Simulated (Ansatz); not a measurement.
Compare A (`O=C([SiH3])C(F)F`) with its isomer B (`O/C(=C\F)[SiH2]F`).

Computed with Ansatz on PBE0-D4/def2-TZVP structures; ΔE is electronic, products minus reactants. CBS: MP2 limit from def2 TZ/QZ plus the TZ coupled-cluster correction, frozen cores. Functionals use def2-TZVPP. B3LYP here is the variant with VWN-RPA as its local correlation; programs differ in this. One conformer a species, not always the lowest.

(1) Which isomer does CCSD(T)/CBS put lower? Give the gap. (An estimate is asked.)

(2) Give E(B) − E(A) in kJ/mol with r2SCAN-D4, CCSD(T)/def2-TZVPP, HF/def2-TZVPP, B3LYP, B3LYP-D4, B2PLYP, PBE0-D4. (Estimate.)

Largest T1 diagnostic: 0.014.

Results:

(1) Ansatz gave: B, by 183.7 kJ/mol.

(2) Ansatz gave: r2SCAN-D4 -175.6, CCSD(T)/def2-TZVPP -172.7, HF/def2-TZVPP -168.4, B3LYP -173.8, B3LYP-D4 -173.9, B2PLYP -176.3, PBE0-D4 -172.0. None reverses the order clearly.

From PBE to PBE0 (25 % exact exchange), in def2-TZVPP and without D4, E(B) − E(A) moves by −8.0 kJ/mol. In def2-TZVPP, CCSD(T) changes the Hartree–Fock value by −4.3 kJ/mol (the triples alone add +1.5 kJ/mol) and MP2 by −16.3 kJ/mol.
